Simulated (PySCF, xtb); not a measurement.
B(F)(Me)(OH) (CH₄BFO), SMILES FB(C)O.

Coordinates come from a PBE0-D3(BJ)/def2-SVP optimisation. One conformer was computed; it need not be the lowest.

Calculation: PySCF with IEF-PCM-ωB97X/def2-SVP.

The values are the electrostatic part of the solvation free energy, E(continuum) − E(gas) at the gas-phase geometry, in a cavity of scaled van der Waals radii (PySCF's table); cavitation and dispersion terms are not included. In vacuum the orbital gap is 15.95 eV. The dipole moment in vacuum is 0.56 D.

```json
[
 {"solvent": "water", "ε": "78.36", "ΔG(elec) (kcal/mol)": "-4.1", "dipole (D)": "0.66", "gap (eV)": "15.97"},
 {"solvent": "2-propanol", "ε": "19.26", "ΔG(elec) (kcal/mol)": "-3.9", "dipole (D)": "0.65", "gap (eV)": "15.97"},
 {"solvent": "methanol", "ε": "32.61", "ΔG(elec) (kcal/mol)": "-4.0", "dipole (D)": "0.65", "gap (eV)": "15.97"}
]
```

For comparison, GFN2-xTB/ALPB(water) (xtb, at the GFN2-xTB geometry, all terms of that model) gives -5.6 kcal/mol.
